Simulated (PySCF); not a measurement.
# Core-level binding energies of `N#C/C(F)=C1C=C\1F`

Compound: C5HF2N.
SMILES with atom numbers: `[N:1]#[C:2]/[C:3]([F:4])=[C:5]1[CH:6]=[C:7]\1[F:8]`

Computed with PySCF 2.14.0, delta-SCF UKS SCAN, pcX-2 on the ionised atom, pcseg-1 elsewhere, spin-free X2C. Binding energies are ΔSCF values: E(core-ionised, relaxed orbitals) − E(ground state) at a fixed geometry, referred to the vacuum level.

Problem. Give the core binding energies atom by atom.

Solution. 
```csv
atom(s),bonded to,level,binding energy (eV),above the level's lowest (eV),count
N1,C (triple bond),N 1s,404.72,0.00,1
C2,N (triple bond) and C,C 1s,292.11,0.00,1
C3,"F, C (double bond) and C",C 1s,293.58,+1.47,1
F4,C,F 1s,693.11,0.00,1
C5,C (double bond) and 2 C,C 1s,292.58,+0.47,1
C6,"C (double bond), C and H",C 1s,292.52,+0.41,1
F8,C,F 1s,695.23,+2.12,1
```

Lowest listed C 1s: C2, bonded to N (triple bond) and C. Highest, 1.47 eV above it: C3, bonded to F, C (double bond) and C. Summing the Pauling electronegativity differences to the bonded atoms, each weighted by its formal bond order, gives +1.47 for the lowest site and +1.43 for the highest; the largest sum, +1.47, belongs to C2, 1.47 eV below the top. The smallest sum, -0.35, belongs to C6, 0.41 eV above the lowest.

Lowest listed F 1s: F4, bonded to C. Highest, 2.12 eV above it: F8, bonded to C.

Problem. Which photon energy gives electrons from C 1s of C6 a kinetic energy of 50 eV, and what is their de Broglie wavelength?

Solution. hν = 292.52 + 50 = 342.52 eV, recoil neglected; λ = 12.264 Å/√(E/eV) = 1.73 Å.

Problem. What is the longest wavelength that can ionise C 1s of C6 vertically?

Solution. λ = hc/E = 12398.42 eV Å / 292.52 eV = 42.385 Å.

The list is incomplete; no value stands for C 1s of C7 (hole states with ⟨S²⟩ of 1 or more are left out). Spin contamination (⟨S²⟩ against 0.75 for a pure doublet) is marked for C 1s of C5 (0.86) and C 1s of C6 (0.87), which makes these values less certain. Isolated species at its GFN2-xTB geometry, gas phase.
